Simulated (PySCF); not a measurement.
All values below come from B3LYP-D3(BJ)/def2-TZVP (PySCF). All species are isolated molecules in the gas phase. One relaxed conformer stands for a flexible species; it need not be the lowest. B3LYP has the VWN-RPA correlation part, as in Gaussian. Excitations are Tamm–Dancoff values on a coarser integration grid. The basis has no diffuse functions, so Rydberg states are missing or too high.

Reference species (SMILES): `[CH3][Ga]([CH3])[CH3]` (neutral, multiplicity 1).

* **HOMO**: -7.18 eV
* **LUMO**: -0.83 eV
* **HOMO–LUMO gap**: 6.35 eV
* **T1 excitation (TDA)**: 4.89 eV

Changed species: `[CH3][Ga]([SH])[SH]` (S–Ga–S–H torsion -180°, S–Ga–S–H torsion 180°) (2 of 3 CH3 replaced by SH; the reference has 0 of 3 CH3 replaced by SH).

Problem. Predict the effect on the HOMO, LUMO, HOMO–LUMO gap and T1 excitation (TDA).

Solution. the HOMO rises by 0.11 eV, to -7.07 eV; the LUMO decreases by 0.16 eV, to -0.99 eV; the HOMO–LUMO gap falls by 0.28 eV, to 6.07 eV; the T1 excitation (TDA) falls by 0.18 eV, to 4.71 eV.
